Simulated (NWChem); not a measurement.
System: GeSiH$_{4}$, singlet; SMILES [GeH][SiH3]

Here is an NWChem input.

```
start job
memory heap 200 mb stack 900 mb global 1100 mb
geometry units angstroms noautoz
  Ge     0.001374     0.875323     0.146171
  H      1.562203     0.786647    -0.183967
  Si    -0.053804    -1.580424     0.023034
  H      0.896763    -2.154548     1.033301
  H      0.401141    -2.023887    -1.337217
  H     -1.403516    -2.177894     0.272272
end
basis spherical
  Ge library def2-svp
  H library def2-svp
  Si library def2-svp
end
dft
  xc b3lyp
  iterations 150
  vectors input atomic output neutral.movecs
end
task dft energy
charge 1
dft
  odft
  mult 2
  vectors input atomic output cation.movecs
end
task dft energy
```

NWChem printed, in part:

```
             Northwest Computational Chemistry Package (NWChem) 7.3.0
             --------------------------------------------------------

 CS  symmetry detected

                             Geometry "geometry" -> ""
                             -------------------------

 Output coordinates in angstroms (scale by  1.889725989 to convert to a.u.)

  No.       Tag          Charge          X              Y              Z
 ---- ---------------- ---------- -------------- -------------- --------------
    1 Ge                  32.0000    -0.04042334     0.86966062     0.00000000
    2 H                    1.0000     1.55635080     0.81174668     0.00000000
    3 Si                  14.0000    -0.02172176    -1.58971957     0.00000000
    4 H                    1.0000     0.71168014    -2.08517922     1.21264854
    5 H                    1.0000     0.71168014    -2.08517922    -1.21264854
    6 H                    1.0000    -1.38205949    -2.21445406     0.00000000

 Effective nuclear repulsion energy (a.u.)     140.8485712639

      Symmetry information
      --------------------

 Group name             Cs
 Group number              2
 Group order               2
 No. of unique centers     5

                                 NWChem DFT Module
                                 -----------------

 Summary of "ao basis" -> "ao basis" (spherical)
 ------------------------------------------------------------------------------
       Tag                 Description            Shells   Functions and Types
 ---------------- ------------------------------  ------  ---------------------
 Ge                         def2-svp                12       32   5s4p3d
 H                          def2-svp                 3        5   2s1p
 Si                         def2-svp                 8       18   4s3p1d

      Symmetry analysis of basis
      --------------------------

        a'         48
        a"         22

            General Information
            -------------------
          SCF calculation type: DFT
          Wavefunction type:  closed shell.
          No. of atoms     :     6
          No. of electrons :    50
           Alpha electrons :    25
            Beta electrons :    25
          Charge           :     0
          Spin multiplicity:     1
          Use of symmetry is: on ; symmetry adaption is: on
          Maximum number of iterations: 150
          AO basis - number of functions:    70
                     number of shells:    32
          Convergence on energy requested:  1.00D-06
          Convergence on density requested:  1.00D-05
          Convergence on gradient requested:  5.00D-04

              XC Information
              --------------
                         B3LYP Method XC Potential
                     Hartree-Fock (Exact) Exchange  0.200
                        Slater Exchange Functional  0.800 local
                    Becke 1988 Exchange Functional  0.720 non-local
              Lee-Yang-Parr Correlation Functional  0.810
                  VWN I RPA Correlation Functional  0.190 local

             Grid Information
             ----------------
          Grid used for XC integration:  medium
          Radial quadrature: Mura-Knowles
          Angular quadrature: Lebedev.
          Tag              B.-S. Rad. Rad. Pts. Rad. Cut. Ang. Pts.
          ---              ---------- --------- --------- ---------
          Ge                  1.25      112          10.0       590
          H                   0.35       45          11.0       434
          Si                  1.10       88          10.0       590
          Grid pruning is: on
          Number of quadrature shells:   335
          Spatial weights used:  Erf1

      Superposition of Atomic Density Guess
      -------------------------------------

 Sum of atomic energies:       -2365.77915074

      Non-variational initial energy
      ------------------------------

 Total energy =   -2366.076659
 1-e energy   =   -3577.979186
 2-e energy   =    1071.053956
 HOMO         =      -0.214810
 LUMO         =      -0.092198

      Symmetry analysis of molecular orbitals - initial
      -------------------------------------------------

  Numbering of irreducible representations:

     1 a'          2 a"

  Orbital symmetries:

     1 a'          2 a'          3 a'          4 a'          5 a'
     6 a"          7 a'          8 a'          9 a'         10 a'
    11 a"         12 a'         13 a"         14 a'         15 a'
    16 a'         17 a'         18 a"         19 a"         20 a'
    21 a'         22 a'         23 a"         24 a'         25 a'
    26 a"         27 a'         28 a'         29 a"         30 a'
    31 a'         32 a'         33 a'         34 a'         35 a"

   convergence    iter        energy       DeltaE   RMS-Dens  Diis-err
 ---------------- ----- ----------------- --------- --------- ---------
 d= 0,ls=0.0,diis     1  -2368.5385550332 -2.51D+03  1.09D-02  1.72D-01
 d= 0,ls=0.0,diis     2  -2368.5596500030 -2.11D-02  3.65D-03  3.07D-02
 d= 0,ls=0.0,diis     3  -2368.5633230842 -3.67D-03  7.86D-04  1.82D-03
 d= 0,ls=0.0,diis     4  -2368.5636102227 -2.87D-04  1.97D-04  7.69D-05
 d= 0,ls=0.0,diis     5  -2368.5636288015 -1.86D-05  4.48D-05  6.46D-06
  Resetting Diis
 d= 0,ls=0.0,diis     6  -2368.5636299605 -1.16D-06  9.31D-06  2.43D-07
 d= 0,ls=0.0,diis     7  -2368.5636299806 -2.01D-08  3.97D-06  1.59D-08

         Total DFT energy =    -2368.563629980591
      One electron energy =    -3578.303703574753
           Coulomb energy =     1170.333197947882
    Exchange-Corr. energy =     -101.441695617652
 Nuclear repulsion energy =      140.848571263933

 Numeric. integr. density =       50.000001514936

                  Occupations of the irreducible representations
                  ----------------------------------------------

                     irrep           alpha         beta
                     --------     --------     --------
                     a'               19.0         19.0
                     a"                6.0          6.0

                       DFT Final Molecular Orbital Analysis
                       ------------------------------------

 Vector   23  Occ=2.000000D+00  E=-3.477962D-01  Symmetry=a'
              MO Center= -3.8D-01, -1.8D+00,  5.4D-10, r^2= 2.6D+00
   Bfn.  Coefficient  Atom+Function         Bfn.  Coefficient  Atom+Function
  ----- ------------  ---------------      ----- ------------  ---------------
    66      0.347322  6 H  s                 45     -0.287925  3 Si px
    48     -0.220628  3 Si px                56     -0.193071  4 H  s
    61     -0.193071  5 H  s                 67      0.180268  6 H  s
    42      0.165540  3 Si px                 4      0.107250  1 Ge s
    57     -0.105067  4 H  s                 62     -0.105067  5 H  s

 Vector   24  Occ=2.000000D+00  E=-2.918201D-01  Symmetry=a'
              MO Center=  2.8D-01,  1.9D-01,  6.7D-13, r^2= 3.4D+00
   Bfn.  Coefficient  Atom+Function         Bfn.  Coefficient  Atom+Function
  ----- ------------  ---------------      ----- ------------  ---------------
    33      0.338740  2 H  s                 12      0.294679  1 Ge px
    34      0.260887  2 H  s                  4     -0.218748  1 Ge s
    15      0.205266  1 Ge px                66      0.174196  6 H  s
    46     -0.171857  3 Si py                 9     -0.169743  1 Ge px
    13      0.140695  1 Ge py                49     -0.140768  3 Si py

 Vector   25  Occ=2.000000D+00  E=-2.370081D-01  Symmetry=a'
              MO Center= -4.8D-02,  3.8D-01, -8.4D-13, r^2= 3.7D+00
   Bfn.  Coefficient  Atom+Function         Bfn.  Coefficient  Atom+Function
  ----- ------------  ---------------      ----- ------------  ---------------
    13      0.334467  1 Ge py                 4      0.332690  1 Ge s
    16      0.284251  1 Ge py                 5      0.282772  1 Ge s
    49     -0.256087  3 Si py                46     -0.241755  3 Si py
     3     -0.193078  1 Ge s                 10     -0.186543  1 Ge py
    12     -0.150379  1 Ge px                40     -0.143344  3 Si s

 Vector   26  Occ=0.000000D+00  E=-1.292271D-01  Symmetry=a"
              MO Center= -8.0D-03,  6.8D-01, -2.3D-16, r^2= 3.0D+00
   Bfn.  Coefficient  Atom+Function         Bfn.  Coefficient  Atom+Function
  ----- ------------  ---------------      ----- ------------  ---------------
    17      0.635778  1 Ge pz                14      0.452091  1 Ge pz
    11     -0.254538  1 Ge pz                57     -0.133859  4 H  s
    62      0.133859  5 H  s                 56     -0.087111  4 H  s
    61      0.087111  5 H  s                  8      0.082468  1 Ge pz
    50      0.082814  3 Si pz                52      0.061552  3 Si d -1

 Vector   27  Occ=0.000000D+00  E= 1.954283D-02  Symmetry=a'
              MO Center=  4.4D-02,  2.7D-01,  6.1D-15, r^2= 5.3D+00
   Bfn.  Coefficient  Atom+Function         Bfn.  Coefficient  Atom+Function
  ----- ------------  ---------------      ----- ------------  ---------------
    16      0.933249  1 Ge py                49      0.734690  3 Si py
    41      0.715181  3 Si s                 15      0.592114  1 Ge px
    34     -0.574522  2 H  s                 40      0.474434  3 Si s
    13      0.252802  1 Ge py                39      0.213422  3 Si s
    57     -0.191917  4 H  s                 62     -0.191917  5 H  s

 Vector   28  Occ=0.000000D+00  E= 4.161979D-02  Symmetry=a'
              MO Center=  7.7D-02, -2.5D-01, -1.9D-13, r^2= 5.2D+00
   Bfn.  Coefficient  Atom+Function         Bfn.  Coefficient  Atom+Function
  ----- ------------  ---------------      ----- ------------  ---------------
    34      1.034064  2 H  s                 15     -0.722793  1 Ge px
     4     -0.692304  1 Ge s                 49      0.689999  3 Si py
    48     -0.605693  3 Si px                 5     -0.540679  1 Ge s
    16      0.502371  1 Ge py                57      0.418010  4 H  s
    62      0.418010  5 H  s                 67     -0.361127  6 H  s

     Multipole analysis of the density
     ---------------------------------

     L   x y z        total         alpha         beta         nuclear
     -   - - -        -----         -----         ----         -------
     0   0 0 0     -0.000000    -25.000000    -25.000000     50.000000

     1   1 0 0     -0.025251     -0.012626     -0.012626     -0.000000
     1   0 1 0      0.186510      0.093255      0.093255     -0.000000
     1   0 0 1     -0.000000     -0.000000     -0.000000      0.000000

     2   2 0 0    -26.853746    -23.076226    -23.076226     19.298705
     2   1 1 0      0.298491     -1.126344     -1.126344      2.551178
     2   1 0 1     -0.000000     -0.000000     -0.000000      0.000000
     2   0 2 0    -28.115406   -145.904089   -145.904089    263.692772
     2   0 1 1      0.000000      0.000000      0.000000      0.000000
     2   0 0 2    -23.165354    -16.833986    -16.833986     10.502618

                                 NWChem DFT Module
                                 -----------------

      Symmetry analysis of basis
      --------------------------

        a'         48
        a"         22

            General Information
            -------------------
          SCF calculation type: DFT
          Wavefunction type:  spin polarized.
          No. of atoms     :     6
          No. of electrons :    49
           Alpha electrons :    25
            Beta electrons :    24
          Charge           :     1
          Spin multiplicity:     2
          Use of symmetry is: on ; symmetry adaption is: on
          Maximum number of iterations: 150
          AO basis - number of functions:    70
                     number of shells:    32
          Convergence on energy requested:  1.00D-06
          Convergence on density requested:  1.00D-05
          Convergence on gradient requested:  5.00D-04

              XC Information
              --------------
                         B3LYP Method XC Potential
                     Hartree-Fock (Exact) Exchange  0.200
                        Slater Exchange Functional  0.800 local
                    Becke 1988 Exchange Functional  0.720 non-local
              Lee-Yang-Parr Correlation Functional  0.810
                  VWN I RPA Correlation Functional  0.190 local

             Grid Information
             ----------------
          Grid used for XC integration:  medium
          Radial quadrature: Mura-Knowles
          Angular quadrature: Lebedev.
          Tag              B.-S. Rad. Rad. Pts. Rad. Cut. Ang. Pts.
          ---              ---------- --------- --------- ---------
          Ge                  1.25      112          10.0       590
          H                   0.35       45          11.0       434
          Si                  1.10       88          10.0       590
          Grid pruning is: on
          Number of quadrature shells:   335
          Spatial weights used:  Erf1

      Superposition of Atomic Density Guess
      -------------------------------------

 Sum of atomic energies:       -2365.77915074

 Renormalizing density from      50.00 to     49

      Non-variational initial energy
      ------------------------------

 Total energy =   -2336.930812
 1-e energy   =   -3506.419602
 2-e energy   =    1028.640219
 HOMO         =      -0.545912
 LUMO         =      -0.421611

   Symmetry analysis of molecular orbitals - initial alpha
   -------------------------------------------------------

  Numbering of irreducible representations:

     1 a'          2 a"

  Orbital symmetries:

     1 a'          2 a'          3 a'          4 a'          5 a'
     6 a"          7 a'          8 a'          9 a'         10 a'
    11 a"         12 a'         13 a"         14 a'         15 a'
    16 a'         17 a"         18 a'         19 a"         20 a'
    21 a'         22 a'         23 a"         24 a'         25 a'
    26 a"         27 a'         28 a'         29 a'         30 a"
    31 a'         32 a'         33 a'         34 a'         35 a"

   Symmetry analysis of molecular orbitals - initial beta
   ------------------------------------------------------

  Numbering of irreducible representations:

     1 a'          2 a"

  Orbital symmetries:

     1 a'          2 a'          3 a'          4 a'          5 a'
     6 a"          7 a'          8 a'          9 a'         10 a'
    11 a"         12 a'         13 a"         14 a'         15 a'
    16 a'         17 a"         18 a'         19 a"         20 a'
    21 a'         22 a'         23 a"         24 a'         25 a'
    26 a"         27 a'         28 a'         29 a'         30 a"
    31 a'         32 a'         33 a'         34 a'         35 a"

[...]
```

Level: B3LYP/def2-SVP, vertical spin-unrestricted ions. Low-valent species are run as closed-shell singlets; no triplet was tried in these runs. All runs use the structure optimised with PBE0/def2-SVP.
